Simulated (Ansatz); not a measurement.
Ansatz (a program for electronic structure) input (B3LYP/6-31G*):

Ansatz 0.2 input:
```yaml
crystal:
  periodic: [false, false, false]
  atoms:
    - {symbol: N, position_ang: [-0.15924923, -0.04876131, -1.69288565]}
    - {symbol: Si, position_ang: [-0.01098888, -0.00936605, 0.01906110]}
    - {symbol: O, position_ang: [-1.14059691, -0.92006973, 0.79918195]}
    - {symbol: O, position_ang: [-0.23338480, 1.55397660, 0.52666830]}
    - {symbol: O, position_ang: [1.46759749, -0.63883101, 0.42981832]}
    - {symbol: H, position_ang: [-0.97501836, 0.38872529, -2.10716546]}
    - {symbol: H, position_ang: [0.04269104, -0.92324657, -2.16511146]}
    - {symbol: H, position_ang: [-1.07969273, -0.91547165, 1.76473948]}
    - {symbol: H, position_ang: [0.30523820, 2.21927371, 0.07746104]}
    - {symbol: H, position_ang: [2.22644443, -0.25743381, -0.03192798]}
basis:
  gaussian:
    orbitals: 6-31G*
hamiltonian:
  xc: {name: B3LYP}
phonons: {temperatures: {t_min: 298.15, t_max: 298.15, t_step: 100}}
```

Output:

```
Functional definition: B3LYP
integrals: 0.04 GiB planned
911 factors; integrals over basis functions are off by at most 3.7e-4 eV
mean field: 0.33 GiB planned
mean field evaluation 1: about -15579.1212 eV, gradient 9.4e1 eV
mean field evaluation 2: about -15563.4139 eV, gradient 1.3e2 eV
mean field evaluation 4: about -15594.2518 eV, gradient 4.6e0 eV
mean field evaluation 8: about -15594.3044 eV, gradient 7.0e-2 eV
mean field evaluation 16: about -15594.3044 eV, gradient 2.1e-5 eV
mean field -15594.30437648 eV, -573.0801156364 hartree, gradient 2.1e-5 eV, S^2 0.000000; 0 other end points of the search recorded, 0 dependent functions left out
the calculation of the forces begins
reference -15594.30460051 eV, -573.0801238695 hartree; 25, 25 occupied and 64, 64 virtual orbitals, 911 factors
these checks for a lower state are left out or cut short: stability, starts, cluster_reference, orbital_swaps, neighbouring_geometries, increment
integrals: 0.04 GiB planned
911 factors; integrals over basis functions are off by at most 3.7e-4 eV
mean field: 0.33 GiB planned
mean field -15594.30432256 eV, -573.0801136549 hartree, gradient 1.2e-6 eV, S^2 0.000000; 0 other end points of the search recorded, 0 dependent functions left out
the calculation of the forces begins
reference -15594.30454654 eV, -573.0801218862 hartree; 25, 25 occupied and 64, 64 virtual orbitals, 911 factors
these checks for a lower state are left out or cut short: stability, starts, cluster_reference, orbital_swaps, neighbouring_geometries, increment
integrals: 0.04 GiB planned
911 factors; integrals over basis functions are off by at most 3.7e-4 eV
mean field: 0.33 GiB planned
mean field -15594.30432265 eV, -573.0801136582 hartree, gradient 2.4e-6 eV, S^2 0.000000; 0 other end points of the search recorded, 0 dependent functions left out
the calculation of the forces begins
reference -15594.30454673 eV, -573.0801218930 hartree; 25, 25 occupied and 64, 64 virtual orbitals, 911 factors
these checks for a lower state are left out or cut short: stability, starts, cluster_reference, orbital_swaps, neighbouring_geometries, increment
integrals: 0.04 GiB planned
911 factors; integrals over basis functions are off by at most 3.7e-4 eV
mean field: 0.33 GiB planned
mean field evaluation 32: about -15594.3041 eV, gradient 1.3e-1 eV
mean field -15594.30419351 eV, -573.0801089126 hartree, gradient 1.5e-6 eV, S^2 0.000000; 0 other end points of the search recorded, 0 dependent functions left out
the calculation of the forces begins
reference -15594.30441753 eV, -573.0801171450 hartree; 25, 25 occupied and 64, 64 virtual orbitals, 911 factors
these checks for a lower state are left out or cut short: stability, starts, cluster_reference, orbital_swaps, neighbouring_geometries, increment
integrals: 0.04 GiB planned
911 factors; integrals over basis functions are off by at most 3.7e-4 eV
mean field: 0.33 GiB planned
mean field -15594.30419412 eV, -573.0801089348 hartree, gradient 1.5e-6 eV, S^2 0.000000; 0 other end points of the search recorded, 0 dependent functions left out
the calculation of the forces begins
reference -15594.30441817 eV, -573.0801171685 hartree; 25, 25 occupied and 64, 64 virtual orbitals, 911 factors
these checks for a lower state are left out or cut short: stability, starts, cluster_reference, orbital_swaps, neighbouring_geometries, increment
integrals: 0.04 GiB planned
911 factors; integrals over basis functions are off by at most 3.7e-4 eV
mean field: 0.33 GiB planned
mean field -15594.30422274 eV, -573.0801099866 hartree, gradient 1.0e-6 eV, S^2 0.000000; 0 other end points of the search recorded, 0 dependent functions left out
the calculation of the forces begins
reference -15594.30444679 eV, -573.0801182204 hartree; 25, 25 occupied and 64, 64 virtual orbitals, 911 factors
these checks for a lower state are left out or cut short: stability, starts, cluster_reference, orbital_swaps, neighbouring_geometries, increment
integrals: 0.04 GiB planned
911 factors; integrals over basis functions are off by at most 3.7e-4 eV
mean field: 0.33 GiB planned
mean field -15594.30422563 eV, -573.0801100928 hartree, gradient 2.8e-6 eV, S^2 0.000000; 0 other end points of the search recorded, 0 dependent functions left out
the calculation of the forces begins
reference -15594.30444964 eV, -573.0801183251 hartree; 25, 25 occupied and 64, 64 virtual orbitals, 911 factors
these checks for a lower state are left out or cut short: stability, starts, cluster_reference, orbital_swaps, neighbouring_geometries, increment
integrals: 0.04 GiB planned
911 factors; integrals over basis functions are off by at most 3.7e-4 eV
mean field: 0.33 GiB planned
mean field -15594.30422274 eV, -573.0801099868 hartree, gradient 1.0e-6 eV, S^2 0.000000; 0 other end points of the search recorded, 0 dependent functions left out
[...]
integrals: 0.04 GiB planned
911 factors; integrals over basis functions are off by at most 3.7e-4 eV
mean field: 0.33 GiB planned
mean field evaluation 160: about -15594.3043 eV, gradient 1.8e-6 eV
mean field -15594.30434151 eV, -573.0801143514 hartree, gradient 1.8e-6 eV, S^2 0.000000; 0 other end points of the search recorded, 0 dependent functions left out
the calculation of the forces begins
reference -15594.30456555 eV, -573.0801225848 hartree; 25, 25 occupied and 64, 64 virtual orbitals, 911 factors
these checks for a lower state are left out or cut short: stability, starts, cluster_reference, orbital_swaps, neighbouring_geometries, increment
integrals: 0.04 GiB planned
911 factors; integrals over basis functions are off by at most 3.7e-4 eV
mean field: 0.33 GiB planned
mean field -15594.30434202 eV, -573.0801143702 hartree, gradient 1.1e-6 eV, S^2 0.000000; 0 other end points of the search recorded, 0 dependent functions left out
the calculation of the forces begins
reference -15594.30456605 eV, -573.0801226030 hartree; 25, 25 occupied and 64, 64 virtual orbitals, 911 factors
these checks for a lower state are left out or cut short: stability, starts, cluster_reference, orbital_swaps, neighbouring_geometries, increment
integrals: 0.04 GiB planned
911 factors; integrals over basis functions are off by at most 3.7e-4 eV
mean field: 0.33 GiB planned
mean field -15594.30436880 eV, -573.0801153543 hartree, gradient 9.0e-7 eV, S^2 0.000000; 0 other end points of the search recorded, 0 dependent functions left out
the calculation of the forces begins
reference -15594.30459282 eV, -573.0801235867 hartree; 25, 25 occupied and 64, 64 virtual orbitals, 911 factors
these checks for a lower state are left out or cut short: stability, starts, cluster_reference, orbital_swaps, neighbouring_geometries, increment
integrals: 0.04 GiB planned
911 factors; integrals over basis functions are off by at most 3.7e-4 eV
mean field: 0.33 GiB planned
mean field -15594.30436791 eV, -573.0801153215 hartree, gradient 7.5e-7 eV, S^2 0.000000; 0 other end points of the search recorded, 0 dependent functions left out
the calculation of the forces begins
reference -15594.30459196 eV, -573.0801235552 hartree; 25, 25 occupied and 64, 64 virtual orbitals, 911 factors
these checks for a lower state are left out or cut short: stability, starts, cluster_reference, orbital_swaps, neighbouring_geometries, increment
integrals: 0.04 GiB planned
911 factors; integrals over basis functions are off by at most 3.7e-4 eV
mean field: 0.33 GiB planned
mean field -15594.30429752 eV, -573.0801127348 hartree, gradient 8.3e-7 eV, S^2 0.000000; 0 other end points of the search recorded, 0 dependent functions left out
the calculation of the forces begins
reference -15594.30452158 eV, -573.0801209687 hartree; 25, 25 occupied and 64, 64 virtual orbitals, 911 factors
these checks for a lower state are left out or cut short: stability, starts, cluster_reference, orbital_swaps, neighbouring_geometries, increment
integrals: 0.04 GiB planned
911 factors; integrals over basis functions are off by at most 3.7e-4 eV
mean field: 0.33 GiB planned
mean field evaluation 192: about -15594.3043 eV, gradient 1.7e-6 eV
mean field -15594.30429709 eV, -573.0801127190 hartree, gradient 1.7e-6 eV, S^2 0.000000; 0 other end points of the search recorded, 0 dependent functions left out
the calculation of the forces begins
reference -15594.30452110 eV, -573.0801209512 hartree; 25, 25 occupied and 64, 64 virtual orbitals, 911 factors
these checks for a lower state are left out or cut short: stability, starts, cluster_reference, orbital_swaps, neighbouring_geometries, increment
integrals: 0.04 GiB planned
911 factors; integrals over basis functions are off by at most 3.7e-4 eV
mean field: 0.33 GiB planned
mean field -15594.30432740 eV, -573.0801138329 hartree, gradient 1.1e-6 eV, S^2 0.000000; 0 other end points of the search recorded, 0 dependent functions left out
the calculation of the forces begins
reference -15594.30455143 eV, -573.0801220659 hartree; 25, 25 occupied and 64, 64 virtual orbitals, 911 factors
these checks for a lower state are left out or cut short: stability, starts, cluster_reference, orbital_swaps, neighbouring_geometries, increment
integrals: 0.04 GiB planned
911 factors; integrals over basis functions are off by at most 3.7e-4 eV
mean field: 0.33 GiB planned
mean field -15594.30432741 eV, -573.0801138333 hartree, gradient 1.8e-6 eV, S^2 0.000000; 0 other end points of the search recorded, 0 dependent functions left out
the calculation of the forces begins
reference -15594.30455145 eV, -573.0801220664 hartree; 25, 25 occupied and 64, 64 virtual orbitals, 911 factors
these checks for a lower state are left out or cut short: stability, starts, cluster_reference, orbital_swaps, neighbouring_geometries, increment
integrals: 0.04 GiB planned
911 factors; integrals over basis functions are off by at most 3.7e-4 eV
mean field: 0.33 GiB planned
mean field -15594.30429353 eV, -573.0801125880 hartree, gradient 2.7e-6 eV, S^2 0.000000; 0 other end points of the search recorded, 0 dependent functions left out
the calculation of the forces begins
reference -15594.30451756 eV, -573.0801208212 hartree; 25, 25 occupied and 64, 64 virtual orbitals, 911 factors
these checks for a lower state are left out or cut short: stability, starts, cluster_reference, orbital_swaps, neighbouring_geometries, increment
integrals: 0.04 GiB planned
911 factors; integrals over basis functions are off by at most 3.7e-4 eV
mean field: 0.33 GiB planned
mean field -15594.30429273 eV, -573.0801125587 hartree, gradient 1.5e-6 eV, S^2 0.000000; 0 other end points of the search recorded, 0 dependent functions left out
the calculation of the forces begins
reference -15594.30451676 eV, -573.0801207916 hartree; 25, 25 occupied and 64, 64 virtual orbitals, 911 factors
these checks for a lower state are left out or cut short: stability, starts, cluster_reference, orbital_swaps, neighbouring_geometries, increment
integrals: 0.04 GiB planned
911 factors; integrals over basis functions are off by at most 3.7e-4 eV
mean field: 0.33 GiB planned
mean field -15594.30434214 eV, -573.0801143744 hartree, gradient 1.5e-6 eV, S^2 0.000000; 0 other end points of the search recorded, 0 dependent functions left out
the calculation of the forces begins
reference -15594.30456618 eV, -573.0801226077 hartree; 25, 25 occupied and 64, 64 virtual orbitals, 911 factors
these checks for a lower state are left out or cut short: stability, starts, cluster_reference, orbital_swaps, neighbouring_geometries, increment
integrals: 0.04 GiB planned
911 factors; integrals over basis functions are off by at most 3.7e-4 eV
mean field: 0.33 GiB planned
mean field evaluation 224: about -15594.3043 eV, gradient 9.2e-2 eV
mean field -15594.30434160 eV, -573.0801143546 hartree, gradient 1.2e-6 eV, S^2 0.000000; 0 other end points of the search recorded, 0 dependent functions left out
the calculation of the forces begins
reference -15594.30456562 eV, -573.0801225874 hartree; 25, 25 occupied and 64, 64 virtual orbitals, 911 factors
WARN: phonons: modes at or below zero, which the zero-point energy, F, S and C_V leave out: 1, the lowest at -123.20 cm⁻¹ …
Total energy: -15594.30460051 eV, -573.0801238695 hartree
Atom 0 at    -0.159249    -0.048761    -1.692886 Å, force     0.000018     0.000033    -0.000430 eV/Å
Atom 1 at    -0.010989    -0.009366     0.019061 Å, force    -0.000523    -0.000425     0.000433 eV/Å
Atom 2 at    -1.140597    -0.920070     0.799182 Å, force     0.000355     0.000276    -0.000014 eV/Å
Atom 3 at    -0.233385     1.553977     0.526668 Å, force    -0.000093     0.000017     0.000028 eV/Å
Atom 4 at     1.467597    -0.638831     0.429818 Å, force    -0.000005    -0.000095     0.000023 eV/Å
Atom 5 at    -0.975018     0.388725    -2.107165 Å, force     0.000073    -0.000069    -0.000118 eV/Å
Atom 6 at     0.042691    -0.923247    -2.165111 Å, force    -0.000054     0.000094    -0.000111 eV/Å
Atom 7 at    -1.079693    -0.915472     1.764739 Å, force     0.000148     0.000114     0.000017 eV/Å
Atom 8 at     0.305238     2.219274     0.077461 Å, force    -0.000006     0.000087     0.000089 eV/Å
Atom 9 at     2.226444    -0.257434    -0.031928 Å, force     0.000087    -0.000032     0.000083 eV/Å
Dipole moment:     0.268047     0.222322    -0.325926 e Å
Vibrations: -123.20 104.92 221.36 255.19 294.09 346.36 359.72 378.64 385.89 543.88 743.51 828.77 846.84 851.10 861.16 944.58 972.51 1008.46 1629.43 3550.46 3639.37 3805.25 3811.68 3814.89 cm⁻¹, zero-point energy 1.872040 eV
```

The blocks after the first are displaced geometries, from whose forces the wavenumbers follow.
